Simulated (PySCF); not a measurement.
N-methylpropan-2-imine (C4H9N), SMILES C(=NC)(C)C. Atoms are numbered in the order given.

```xyz
14

C     -0.1020    -0.9222     1.7082
N      0.5508     0.0600     0.8667
C      0.1049     0.2498    -0.3247
C      0.7887     1.2738    -1.1943
C     -1.0749    -0.4903    -0.9272
H     -0.0782    -1.9475     1.2689
H     -1.1773    -0.6851     1.8878
H      0.3982    -0.9707     2.6960
H      1.1767     0.8058    -2.1249
H      0.0730     2.0618    -1.5142
H      1.6244     1.7387    -0.6403
H     -1.9921    -0.3264    -0.3216
H     -0.8949    -1.5868    -0.9239
H     -1.2855    -0.1765    -1.9667
```
Charge 0, spin multiplicity 1.

Coordinates come from a PBE-D3(BJ)/def2-SVP optimisation.

These are PBE/pcSseg-1 run with PySCF values and carry that method's errors.

GIAO shieldings, no solvent; atoms listed in one row are averaged. δ = σ(ref) − σ: ¹³C against TMS (σ = 182.0 ppm); ¹⁵N against NH3 (σ = 267.0 ppm); ¹H against TMS (σ = 31.49 ppm), references at their B3LYP-D3(BJ)/def2-TZVP geometries, non-relativistic.

Computed chemical shifts:
```json
[
 {"nucleus": "¹³C", "atoms": "C3", "count": "1", "δ (ppm)": "177.5"},
 {"nucleus": "¹³C", "atoms": "C1", "count": "1", "δ (ppm)": "44.6"},
 {"nucleus": "¹³C", "atoms": "C4", "count": "1", "δ (ppm)": "36.7"},
 {"nucleus": "¹³C", "atoms": "C5", "count": "1", "δ (ppm)": "20.7"},
 {"nucleus": "¹⁵N", "atoms": "N2", "count": "1", "δ (ppm)": "375.0"},
 {"nucleus": "¹H", "atoms": "H6, H7, H8", "count": "3", "δ (ppm)": "3.64"},
 {"nucleus": "¹H", "atoms": "H9, H10, H11", "count": "3", "δ (ppm)": "2.57"},
 {"nucleus": "¹H", "atoms": "H12, H13, H14", "count": "3", "δ (ppm)": "2.17"}
]
```
